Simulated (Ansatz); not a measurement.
One change: `N[SiH](F)[SiH2][SiH3]` becomes `CN[SiH](N)F`.

Ansatz, PBE0-D4/def2-TZVP geometries, multiplicity 1. Each molecule was computed in one conformer, which needn't be the lowest.

| property | `N[SiH](F)[SiH2][SiH3]` |
| --- | --- |
| size of the dipole moment (ωB97M-V/def2-TZVPP) / D | 1.82 |
| HOMO energy (B3LYP/def2-TZVPP) / eV | -7.71 |
| LUMO energy (ωB97M-V/def2-TZVPP) / eV | 1.46 |
| size of the dipole moment (PBE/def2-TZVPP) / D | 1.85 |
| HOMO energy (PBE/def2-TZVPP) / eV | -6.67 |
| LUMO energy (PBE/def2-TZVPP) / eV | -1.06 |

Q: Give the same properties after the change, and the shifts. (Estimate.)

A: The calculation gave: 
```json
{"property": "size of the dipole moment (ωB97M-V/def2-TZVPP) / D", "`CN[SiH](N)F`": "2.11", "shift": "0.29"}
{"property": "HOMO energy (B3LYP/def2-TZVPP) / eV", "`CN[SiH](N)F`": "-6.90", "shift": "0.81"}
{"property": "LUMO energy (ωB97M-V/def2-TZVPP) / eV", "`CN[SiH](N)F`": "2.46", "shift": "1.00"}
{"property": "size of the dipole moment (PBE/def2-TZVPP) / D", "`CN[SiH](N)F`": "2.10", "shift": "0.25"}
{"property": "HOMO energy (PBE/def2-TZVPP) / eV", "`CN[SiH](N)F`": "-5.73", "shift": "0.94"}
{"property": "LUMO energy (PBE/def2-TZVPP) / eV", "`CN[SiH](N)F`": "0.25", "shift": "1.31"}
```

With PBE0 the HOMO rises by 0.77 eV and the LUMO rises by 1.32 eV, so the gap widens by about 0.55 eV. PBE moves the HOMO by 0.94 eV and ωB97M-V by 0.40 eV. Dipoles are sizes alone; their direction can turn.

B3LYP here is the variant with VWN-RPA as its local correlation; programs differ in this.
